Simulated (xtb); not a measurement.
C₆H₁₂O₃, quintet, at a GFN2-xTB geometry of the parent state (a higher spin typed on purpose: for a closed-shell molecule this is an excited state); GFN1-xTB run with xtb.

The xtb input:
```
$ xtb mol.xyz --gfn 1 --chrg 0 --uhf 4 --json

# file mol.xyz
21

C     -2.71831396    -0.22341919    -0.41558601
C     -1.65727531     0.77938284     0.03311490
C     -2.16185009     1.62501281     1.20512500
C     -0.42085978     0.03334312     0.49577027
O     -0.41322364    -0.88154569     1.27443671
O      0.68590390     0.54839227    -0.06062607
C      1.93508799    -0.04462104     0.29941002
C      2.28929364    -1.16827425    -0.67723367
O      2.54735378    -0.68445114    -1.96915138
H     -2.37867025    -0.78314069    -1.28424188
H     -3.63836792     0.29463573    -0.67401725
H     -2.92183834    -0.92546762     0.38921681
H     -1.37377977     1.43356824    -0.79594479
H     -2.38650144     0.98329029     2.05377804
H     -3.06554193     2.15696284     0.91793921
H     -1.41098636     2.35210438     1.50623167
H      1.86834834    -0.43967602     1.31705996
H      2.67365784     0.75722315     0.24254930
H      1.46945990    -1.90104635    -0.68826013
H      3.20312482    -1.66536177    -0.34679085
H      1.80432803    -0.13080157    -2.23839709
```

Question: What does xtb print? Leave out banner, timings and long lists.

Answer: 
```
   ID    Z sym.   atoms
    1    6 C      1-4, 7, 8
    2    8 O      5, 6, 9
    3    1 H      10-21

           -------------------------------------------------
          |                Calculation Setup                |
           -------------------------------------------------

           -------------------------------------------------
          |                 G F N 1 - x T B                 |
           -------------------------------------------------

          ...................................................
          :                      SETUP                      :
          :.................................................:
          :  # basis functions                  60          :
          :  # atomic orbitals                  60          :
          :  # shells                           42          :
          :  # electrons                        54          :
          :  # halogen bonds                     0          :
          :  max. iterations                   250          :
          :  Hamiltonian                  GFN1-xTB          :
          :  restarted?                      false          :
          :  GBSA solvation                  false          :
          :  PC potential                    false          :
          :  electronic temp.          300.0000000     K    :
          :  accuracy                    1.0000000          :
          :  -> integral cutoff          0.2500000E+02      :
          :  -> integral neglect         0.1000000E-07      :
          :  -> SCF convergence          0.1000000E-05 Eh   :
          :  -> wf. convergence          0.2000000E-04 e    :
          :  Broyden damping             0.4000000          :
          :  net charge                          0          :
          :  unpaired electrons                  4          :
          ...................................................

 iter      E             dE          RMSdq      gap      omega  full diag
   1    -32.7729074 -0.327729E+02  0.734E+00    0.13       0.0  T
   2    -32.6503660  0.122541E+00  0.490E+00    0.16       1.0  T
   3    -32.1779670  0.472399E+00  0.363E+00    0.69       1.0  T
   4    -32.7264693 -0.548502E+00  0.264E+00    0.24       1.0  T
   5    -32.9767683 -0.250299E+00  0.137E+00    0.10       1.0  T
   6    -32.8716444  0.105124E+00  0.132E+00    0.21       1.0  T
   7    -32.9964736 -0.124829E+00  0.952E-01    0.03       1.0  T
   8    -32.8694317  0.127042E+00  0.103E+00    0.07       1.0  T
   9    -32.9140203 -0.445886E-01  0.945E-01    0.10       1.0  T
  10    -32.9469175 -0.328972E-01  0.881E-01    0.08       1.0  T
  11    -33.0111736 -0.642561E-01  0.925E-01    0.11       1.0  T
  12    -33.0089975  0.217606E-02  0.956E-01    0.12       1.0  T
  13    -33.0092440 -0.246503E-03  0.954E-01    0.12       1.0  T
  14    -33.0215097 -0.122657E-01  0.674E-01    0.06       1.0  T
  15    -33.0350488 -0.135391E-01  0.355E-01    0.03       1.0  T
  16    -33.0350492 -0.359820E-06  0.355E-01    0.03       1.0  T
  17    -33.0140913  0.209579E-01  0.550E-01    0.03       1.0  T
  18    -33.0077392  0.635209E-02  0.641E-01    0.04       1.0  T
  19    -33.0052306  0.250853E-02  0.630E-01    0.05       1.0  T
  20    -33.0265078 -0.212772E-01  0.465E-01    0.03       1.0  T
  21    -33.0252430  0.126476E-02  0.437E-01    0.04       1.0  T
  22    -33.0362515 -0.110084E-01  0.228E-01    0.03       1.0  T
  23    -33.0409647 -0.471323E-02  0.933E-02    0.03       1.0  T
  24    -33.0405990  0.365693E-03  0.923E-02    0.03       1.0  T
  25    -33.0411501 -0.551121E-03  0.560E-02    0.03       1.0  T
  26    -33.0400466  0.110348E-02  0.920E-02    0.03       1.0  T
  27    -33.0413069 -0.126027E-02  0.801E-03    0.02       2.7  T
  28    -33.0412783  0.286143E-04  0.152E-02    0.02       1.4  T
  29    -33.0412650  0.132768E-04  0.163E-02    0.02       1.3  T
  30    -33.0413063 -0.412591E-04  0.542E-03    0.02       4.0  T
[...]
         :: total energy             -32.727434020951 Eh    ::
[...]
        38                         -0.0627342              -1.7071
        39                         -0.0522877              -1.4228
        40                         -0.0460664              -1.2535
       ...                                ...                  ...
        60                          0.7542655              20.5246
      -------------------------------------------------------------
                  HL-Gap            0.0008689 Eh            0.0236 eV
             Fermi-level           -0.3106305 Eh           -8.4527 eV

  Mulliken/CM5 charges         n(s)   n(p)   n(d)
     1C    -0.06621 -0.21486   1.033  3.034  0.000
     2C     0.06877  0.00501   1.096  2.835  0.000
     3C    -0.06347 -0.21219   1.037  3.027  0.000
     4C     0.39990  0.45380   0.861  2.739  0.000
     5O    -0.46351 -0.51806   1.744  4.720  0.000
     6O    -0.39431 -0.48202   1.698  4.697  0.000
     7C     0.25253  0.17333   1.049  2.698  0.000
     8C     0.25843  0.17622   1.039  2.702  0.000
     9O    -0.44211 -0.65799   1.717  4.725  0.000
    10H     0.00941  0.06256   0.991  0.000  0.000
    11H     0.01616  0.06879   0.984  0.000  0.000
    12H     0.03434  0.09016   0.966  0.000  0.000
    13H     0.04206  0.10570   0.958  0.000  0.000
    14H     0.02850  0.08349   0.972  0.000  0.000
    15H     0.01956  0.07213   0.980  0.000  0.000
    16H     0.01703  0.07049   0.983  0.000  0.000
    17H     0.00529  0.07454   0.995  0.000  0.000
    18H     0.00701  0.07310   0.993  0.000  0.000
    19H     0.02974  0.09501   0.970  0.000  0.000
    20H    -0.03633  0.02779   1.036  0.000  0.000
    21H     0.27721  0.45302   0.723  0.000  0.000

Wiberg/Mayer (AO) data.
largest (>0.10) Wiberg bond orders for each atom

 ---------------------------------------------------------------------------
     #   Z sym  total        # sym  WBO       # sym  WBO       # sym  WBO
 ---------------------------------------------------------------------------
     1   6 C    3.935 --     2 C    1.007    10 H    0.960    12 H    0.952
                            11 H    0.921
     2   6 C    3.855 --     1 C    1.007     3 C    0.989    13 H    0.924
                             4 C    0.722     5 O    0.121
     3   6 C    3.928 --     2 C    0.989    16 H    0.968    14 H    0.946
                            15 H    0.912
     4   6 C    3.322 --     5 O    1.529     6 O    0.949     2 C    0.722
     5   8 O    1.942 --     4 C    1.529     2 C    0.121
     6   8 O    2.173 --     7 C    0.975     4 C    0.949
     7   6 C    3.776 --     6 O    0.975    17 H    0.935    18 H    0.906
                             8 C    0.804
     8   6 C    3.770 --     9 O    1.081    20 H    0.952    19 H    0.846
                             7 C    0.804
     9   8 O    2.113 --     8 C    1.081    21 H    0.826
    10   1 H    1.013 --     1 C    0.960
    11   1 H    1.008 --     1 C    0.921
    12   1 H    0.999 --     1 C    0.952
    13   1 H    1.008 --     2 C    0.924
    14   1 H    0.998 --     3 C    0.946
    15   1 H    1.008 --     3 C    0.912
    16   1 H    1.013 --     3 C    0.968
    17   1 H    1.065 --     7 C    0.935
    18   1 H    1.033 --     7 C    0.906
    19   1 H    0.993 --     8 C    0.846
    20   1 H    1.051 --     8 C    0.952
    21   1 H    0.922 --     9 O    0.826
 ---------------------------------------------------------------------------

Topologies differ in total number of bonds
Writing topology from bond orders to xtbtopo.mol

 dipole moment from electron density (au)
     X       Y       Z
  -0.2384   0.8304  -0.5951  total (Debye):    2.666

           -------------------------------------------------
          | TOTAL ENERGY              -32.727434020951 Eh   |
          | GRADIENT NORM               0.206758847184 Eh/α |
          | HOMO-LUMO GAP               0.023644516310 eV   |
           -------------------------------------------------

normal termination of xtb
```
